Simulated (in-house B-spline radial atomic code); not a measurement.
How numerical settings move a run on Ho IV (Ho3+), [Xe] 4f10. Computed with an all-electron radial atomic-structure program (B-spline basis): scalar-relativistic (X2C) PW91, spin-polarised, spherical fractional occupations, Fermi nucleus of rms radius 5.2022 fm.

Command:
```bash
python run_scf.py task.json out
```
Settings of the sound reference run:
```
Z                67
electrons        64
configuration    [Xe] 4f10
hamiltonian      x2c
method           pw91,pw91
spin_polarised   True
nucleus          fermi
rms_radius       5.2022
mass_number      165
atomic_mass      164.9303
speed_of_light   137.036
knot_spacing     0.22
spline_order     8
gauss_points     12
box_radius       16.22
max_iterations   70
damping          0.5
damped_steps     3
diis_vectors     10
tolerance        1e-08
start            Thomas-Fermi
```

Cost of the run: 0.35 s on 1 thread of Intel(R) Xeon(R) 6975P-C (shared host).

It converges in 10 iterations to -12615.767431 hartree, with 4f down at -33.3867 eV. The other runs change the listed settings, some to values that make no sense; their results aren't properties of the atom or ion. Radii are in bohr (the nuclear one in fm), a minus after a letter asks for a j subshell, and «unchanged» means within 1e-8 hartree. The run stops when the residual is below 10 × tolerance × max(1, Z/10), or a noise floor if that is larger, and the energy moves by less than 1e-8 × √|E| hartree; so very loose and very tight tolerances often act alike.

```tsv
changed settings	outcome
knot_spacing = 1.4, spline_order = 10, box_radius = 64.88, max_iterations = 100, diis_vectors = 20	converged in 10 iterations, energy +5.61e+02 hartree from the reference, 4f down level -1.4e+02 eV
electrons = 65, configuration = [Kr] 4d10 4f10 5s2 5p7, max_iterations = 50	stopped with error: shell 5p holds at most 3 electrons (per spin)
spline_order = 10	converged in 10 iterations, energy +1.86e-06 hartree from the reference, 4f down level -1.2e-04 eV
spline_order = 3	converged in 10 iterations, energy +4.35e-01 hartree from the reference, 4f down level -7.5e-02 eV
first_knot = 0.000149	converged in 10 iterations, energy -5.12e-06 hartree from the reference, 4f down level -1.3e-04 eV
damped_steps = 8	converged in 14 iterations, energy unchanged, 4f down level +2.8e-05 eV
max_iterations = 2, damped_steps = 1, diis_vectors = 0, tolerance = 1e-06	not converged after 2 iterations, last residual 1.4e+00, last energy +4.21e+01 hartree from the reference
first_knot = 0.0149, max_iterations = 5, damped_steps = 1, start = bare nucleus	not converged after 5 iterations, last residual 1.5e+00, last energy +7.77e+01 hartree from the reference
damped_steps = 1	converged in 10 iterations, energy unchanged, 4f down level -4.2e-05 eV
spline_order = 6	converged in 10 iterations, energy +1.69e-05 hartree from the reference, 4f down level +5.4e-05 eV
damped_steps = 30	converged in 20 iterations, energy unchanged, 4f down level -1.1e-05 eV
electrons = 72, configuration = [Xe] 4f10 7s2 7p6, max_iterations = 75	converged in 13 iterations to -12615.7619 hartree, a different physical problem (warning: 7s up has a positive eigenvalue: unbound, held by the box)
first_knot = 0.00448	converged in 10 iterations, energy -8.83e-01 hartree from the reference, 4f down level +1.3e-03 eV
first_knot = 0.0448	converged in 10 iterations, energy +1.75e+01 hartree from the reference, 4f down level -2.8e-02 eV
first_knot = 1.49e-05	converged in 10 iterations, energy -8.28e-07 hartree from the reference, 4f down level +1.7e-05 eV
max_iterations = 75, damped_steps = 0, start = bare nucleus	converged in 11 iterations, energy unchanged, 4f down level -3.4e-05 eV
```

(1) What happens with spline_order = 4?

(2) What happens with damped_steps = 0?

(3) What happens with spline_order = 7?

(4) What happens with first_knot = 0.0149?

Results:

(1) Converged in 10 iterations, energy +8.67e-03 hartree from the reference, 4f down level -2.2e-03 eV.

(2) Converged in 9 iterations, energy unchanged, 4f down level +1.9e-05 eV.

(3) Converged in 10 iterations, energy +5.98e-06 hartree from the reference, 4f down level -1.9e-04 eV.

(4) Converged in 10 iterations, energy +1.26e+00 hartree from the reference, 4f down level -2.2e-03 eV.
